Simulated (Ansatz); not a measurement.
`N[C](=O)[GeH2][OH]` + `N[SiH3]` → `[OH][GeH2][NH][SiH3]` + `NC=O`  (ligand exchange at a Ge–C bond)

Isolated molecules relaxed with PBE0-D4/def2-TZVP in Ansatz; ΔE leaves out vibrations. CBS: MP2 limit from def2 TZ/QZ plus the TZ coupled-cluster correction, frozen cores. This one scheme is used for every species. Functionals use def2-TZVPP. B3LYP here is the variant with VWN-RPA as its local correlation; programs differ in this. For Ge outer-core shells are correlated without core-valence functions, which leaves a few kJ/mol of doubt a bond. Scalar relativity is left out up to krypton. Each species was taken in one conformer, which may not be the lowest.

CCSD(T)/CBS gives -10.9 kcal/mol.

(1) Another level gave -14.7 kcal/mol. Which?
A. HF/def2-TZVPP
B. MP2/def2-TZVPP
C. B2PLYP/def2-TZVPP
D. B3LYP/def2-TZVPP

Largest T1 diagnostic among the species: 0.016.

Results:

(1) A. HF/def2-TZVPP -14.7, B3LYP -9.7, MP2/def2-TZVPP -12.0, B2PLYP -10.7 kcal/mol.

From PBE to PBE0 (25 % exact exchange), in def2-TZVPP and without D4, ΔE moves by −1.6 kcal/mol. In def2-TZVPP, CCSD(T) changes the Hartree–Fock value by +3.4 kcal/mol (the triples alone add +0.6 kcal/mol) and MP2 by +2.7 kcal/mol.
